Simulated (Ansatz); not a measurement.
Program: Ansatz. Geometries: PBE0-D4/def2-TZVP. ΔE: electronic, gas phase. CCSD(T)/CBS adds triple-zeta CCSD(T) − MP2 to the extrapolated MP2 energy (def2 sets, frozen cores). This one scheme is used for every species. DFT in def2-TZVPP. B3LYP here is the variant with VWN-RPA as its local correlation; programs differ in this. For Ge outer-core shells are correlated without core-valence functions, which leaves a few kJ/mol of doubt a bond. Scalar relativity is left out up to krypton. One conformer a species, not always the lowest.

Reaction (ligand exchange at a Ge–C bond): `[NH2][GeH2][CH]=O` + `C=N` → `C=[N][GeH2][NH2]` + `C=O`

`[NH2][GeH2][CH]=O`:

Cartesian coordinates in Å:
```
N 1.426 -0.495 0.442
Ge -0.238 -0.496 -0.342
C -1.113 1.228 0.198
O -2.034 1.710 -0.402
H 2.148 -0.019 -0.081
H 1.766 -1.410 0.699
H -0.238 -0.573 -1.882
H -1.014 -1.677 0.263
H -0.703 1.733 1.105
```

`C=N`:

Z-matrix (Å, degrees):
```
C
N 1 1.261
H 1 1.096 2 124.9
H 1 1.092 2 118.8 3 -180.0
H 2 1.021 1 111.0 3 -0.0
```

`C=[N][GeH2][NH2]`:

Z-matrix (Å, degrees):
```
Ge
N 1 1.872
N 1 1.829 2 112.0
H 1 1.546 2 108.7 3 -119.4
H 1 1.534 2 106.9 3 117.6
C 2 1.258 1 118.8 3 121.3
H 3 1.011 1 114.0 2 63.3
H 3 1.011 1 114.4 2 -62.4
H 6 1.097 2 120.0 1 -179.5
H 6 1.104 2 124.9 1 0.6
```

`C=O`:

Cartesian coordinates in Å:
```
C -0.003 -0.001 -0.003
O 0.831 0.346 0.779
H -0.778 0.694 -0.384
H -0.049 -1.039 -0.392
```

```
             level  ΔE (kcal/mol)  difference from CCSD(T)/CBS
            PBE-D4           -5.5                          2.2
         r2SCAN-D4           -6.7                          1.0
           PBE0-D4           -6.5                          1.2
          B3LYP-D4           -7.0                          0.7
           ωB97X-V           -7.3                          0.4
           ωB97M-V           -7.0                          0.7
            B2PLYP           -7.7                          0.0
               PBE           -5.1                          2.6
            r2SCAN           -6.6                          1.1
              PBE0           -6.1                          1.6
             B3LYP           -6.4                          1.3
     HF/def2-TZVPP           -9.4                         -1.7
    MP2/def2-TZVPP           -9.5                         -1.8
SCS-MP2/def2-TZVPP           -9.3                         -1.6
   CCSD/def2-TZVPP           -7.9                         -0.2
CCSD(T)/def2-TZVPP           -8.0                         -0.3
     HF/def2-QZVPP           -9.4                         -1.7
    MP2/def2-QZVPP           -9.3                         -1.6
SCS-MP2/def2-QZVPP           -9.1                         -1.4
      HF/CBS(def2)           -9.4                         -1.7
     MP2/CBS(def2)           -9.2                         -1.5
    CCSD/CBS(def2)           -7.7                          0.0
       CCSD(T)/CBS           -7.7                            0
```

Largest T1 diagnostic among the species: 0.015.

From PBE to PBE0 (25 % exact exchange), in def2-TZVPP and without D4, ΔE moves by −1.0 kcal/mol.
